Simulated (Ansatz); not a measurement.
One geometry of AlAs₂⁻, several levels of theory.

```yaml
crystal:
  periodic: [false, false, false]
  atoms:
    - {symbol: Al, position_ang: [1.143110, 0.376014, -0.925336]}
    - {symbol: As, position_ang: [-0.140947, -1.249900, 0.562954]}
    - {symbol: As, position_ang: [-1.002163, 0.873886, 0.362382]}
basis:
  gaussian: {orbitals: def2-TZVPD, initial_orbitals: start.molden}
total_charge: -1
hamiltonian: {xc: pbe0, dispersion: d4}
scf: {omitted_lower_state_checks: [starts]}
output: {orbitals: {seedname: orbitals}}
```

The file start.molden holds the orbitals of an earlier run on this structure, at another level or in another basis.

```sh
$ ansatz run in.yaml --threads 4 --pin off --events-out ev --progress --plain --max-ram 3916MiB
```

Shortened log:

```
Functional definition: PBE0
1168 factors; their error is unknown
mean field evaluation 1: about -128262.1284 eV, gradient 1.6e2 eV
mean field evaluation 2: about -128263.3551 eV, gradient 2.9e0 eV
mean field evaluation 4: about -128263.9215 eV, gradient 5.5e-1 eV
mean field evaluation 8: about -128263.9217 eV, gradient 1.3e-5 eV
mean field -128263.92170950 eV, -4713.6121824153 hartree, gradient 1.3e-5 eV, S^2 0.000000; 0 other end points of the search recorded, 0 dependent functions left out
reference -128263.92173533 eV, -4713.6121833645 hartree; 40, 40 occupied and 111, 111 virtual orbitals, 1168 factors
Total energy: -128264.03800804 eV, -4713.6164563080 hartree
Checks for a lower state left out: starts
```

Hardware: 4 threads of Arm Neoverse V1 on a shared host. Wall time 2.3 s.

First input, but with `hamiltonian: {xc: {text: "exchange = 0.90*pbe_x + 0.10*exact_x\ncorrelation = pbe_c"}}` (abridged; 2.1 s):

```
Functional definition: unnamed
mean field -128261.57926041 eV, -4713.5260989990 hartree, gradient 1.8e-5 eV, S^2 0.000000
Total energy: -128261.57929127 eV, -4713.5261001332 hartree
Checks for a lower state left out: starts
```

First input, but with `gaussian: {orbitals: def2-SVPD, initial_orbitals: start.molden}` (abridged; 1.3 s):

```
Functional definition: PBE0
mean field -128246.64762036 eV, -4712.9773713482 hartree, gradient 1.5e-5 eV, S^2 0.000000
Total energy: -128246.76391895 eV, -4712.9816452426 hartree
Checks for a lower state left out: starts
```

As the first input, with `hamiltonian: {xc: r2scan, dispersion: d4}`, `output: {forces: true, orbitals: {seedname: orbitals}}` (abridged; 3.6 s):

```
Functional definition: r2SCAN
mean field -128280.49617239 eV, -4714.2212826919 hartree, gradient 1.8e-5 eV, S^2 0.000000
Total energy: -128280.52008835 eV, -4714.2221615875 hartree
Atom 0 force    -0.161346    -0.052611     0.130436 eV/Å
Atom 1 force    -0.077850     0.416310    -0.101794 eV/Å
Atom 2 force     0.239196    -0.363699    -0.028642 eV/Å
Dipole moment:    -0.505049    -0.166191     0.408855 e Å
Checks for a lower state left out: starts
```

As the first input, with `hamiltonian: {xc: hf}` (abridged; 1.8 s):

```
Functional definition: HF
mean field -128175.86023136 eV, -4710.3759827841 hartree, gradient 1.6e-5 eV, S^2 0.000000
Total energy: -128175.86023136 eV, -4710.3759827841 hartree
Checks for a lower state left out: starts
```

Geometry: PBE-D4/def2-TZVPD.

At r2SCAN-D4/def2-TZVPD the highest occupied level of the charge -1 singlet lies above zero (up to 0.04 eV). By energy differences its removal costs 2.25 eV (vertical, to the charge 0 doublet, at r2SCAN-D4/def2-TZVPD); a positive level beside a positive removal energy at the same level points to self-interaction error. At HF/def2-TZVPD the restricted singlet is unstable: a solution with broken spin symmetry lies lower. The structure comes from a short search, and lower isomers may exist.
